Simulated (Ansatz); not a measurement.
Geometry optimisation, Ansatz 0.2.0, RKS PBE0-D4/def2-SVP.

Input:

```yaml
crystal:
  periodic: [false, false, false]
  atoms:
    - { symbol: W, position_ang: [0.191848, 0.066832, -0.277583] }
    - { symbol: H, position_ang: [-0.221212, 0.336898, 2.613636] }
    - { symbol: F, position_ang: [1.925536, -0.663108, -0.703198] }
    - { symbol: H, position_ang: [-0.578539, 1.317649, 0.539761] }
    - { symbol: F, position_ang: [-1.620908, -0.15815, -0.672918] }
    - { symbol: O, position_ang: [0.037865, -1.456686, 0.761242] }
    - { symbol: H, position_ang: [0.687812, -2.161317, 0.893203] }
    - { symbol: F, position_ang: [0.313541, 0.726289, -1.995405] }
    - { symbol: O, position_ang: [1.415078, 1.190452, 0.698457] }
    - { symbol: H, position_ang: [2.316793, 0.872755, 0.514226] }
    - { symbol: H, position_ang: [0.320285, 0.807485, 2.589281] }
basis:
  gaussian: { orbitals: def2-SVP }
hamiltonian:
  xc: pbe0
  dispersion: d4
relax:
  f_tol: 0.03
  max_steps: 50
output:
  orbitals: {}
```

Launched with:

```bash
$ ansatz run input.yaml --threads 4 --pin off --max-ram 5120MiB --backend cpu --events-out ev --progress --plain --runs-dir out
```

Question: Where does it end, and by what steps?

Answer: The forces met the threshold. The force dipped under the threshold on the way, but the program's further checks kept it going. After 21 steps the energy has fallen by 0.296 eV; H2 moved furthest, 1.24 Å.

```json
{"step": "0", "energy less start (eV)": "0.0000", "largest force component (eV/Å)": "1.343", "accepted": "yes"}
{"step": "1", "energy less start (eV)": "-0.1318", "largest force component (eV/Å)": "0.193", "accepted": "yes"}
{"step": "2", "energy less start (eV)": "-0.1859", "largest force component (eV/Å)": "0.103", "accepted": "yes"}
{"step": "3", "energy less start (eV)": "-0.2154", "largest force component (eV/Å)": "0.109", "accepted": "yes"}
{"step": "4", "energy less start (eV)": "-0.2326", "largest force component (eV/Å)": "0.349", "accepted": "yes"}
{"step": "5", "energy less start (eV)": "-0.2426", "largest force component (eV/Å)": "0.321", "accepted": "yes"}
{"step": "6", "energy less start (eV)": "-0.2491", "largest force component (eV/Å)": "0.346", "accepted": "yes"}
{"step": "7", "energy less start (eV)": "-0.2607", "largest force component (eV/Å)": "0.394", "accepted": "yes"}
{"step": "8", "energy less start (eV)": "-0.2695", "largest force component (eV/Å)": "0.297", "accepted": "yes"}
{"step": "9", "energy less start (eV)": "-0.2813", "largest force component (eV/Å)": "0.292", "accepted": "yes"}
{"step": "10", "energy less start (eV)": "-0.2854", "largest force component (eV/Å)": "0.300", "accepted": "yes"}
{"step": "11", "energy less start (eV)": "-0.2910", "largest force component (eV/Å)": "0.124", "accepted": "yes"}
{"step": "12", "energy less start (eV)": "-0.2933", "largest force component (eV/Å)": "0.066", "accepted": "yes"}
{"step": "13", "energy less start (eV)": "-0.2941", "largest force component (eV/Å)": "0.064", "accepted": "yes"}
{"step": "14", "energy less start (eV)": "-0.2945", "largest force component (eV/Å)": "0.059", "accepted": "yes"}
{"step": "15", "energy less start (eV)": "-0.2947", "largest force component (eV/Å)": "0.031", "accepted": "yes"}
{"step": "16", "energy less start (eV)": "-0.2949", "largest force component (eV/Å)": "0.011", "accepted": "yes"}
{"step": "17", "energy less start (eV)": "-0.2951", "largest force component (eV/Å)": "0.016", "accepted": "yes"}
{"step": "18", "energy less start (eV)": "-0.2952", "largest force component (eV/Å)": "0.073", "accepted": "yes"}
{"step": "19", "energy less start (eV)": "-0.2954", "largest force component (eV/Å)": "0.050", "accepted": "yes"}
{"step": "20", "energy less start (eV)": "-0.2956", "largest force component (eV/Å)": "0.026", "accepted": "yes"}
{"step": "21", "energy less start (eV)": "-0.2958", "largest force component (eV/Å)": "0.026", "accepted": "yes"}
```

```xyz
11
Properties=species:S:1:pos:R:3
W 0.189 -0.013 -0.470
H 0.456 0.535 3.637
F 1.941 -0.747 -0.226
H -0.903 0.740 0.567
F -1.417 -0.109 -1.406
O -0.281 -1.636 0.304
H 0.334 -2.191 0.805
F 0.812 0.655 -2.096
O 1.044 1.394 0.465
H 2.012 1.331 0.383
H 0.602 0.921 2.997
```

Whether the end is a true minimum wasn't checked by a vibrational analysis.

The run took 54 s on 4 threads of Arm Neoverse V2 (shared host), peak memory 0.33 GiB.
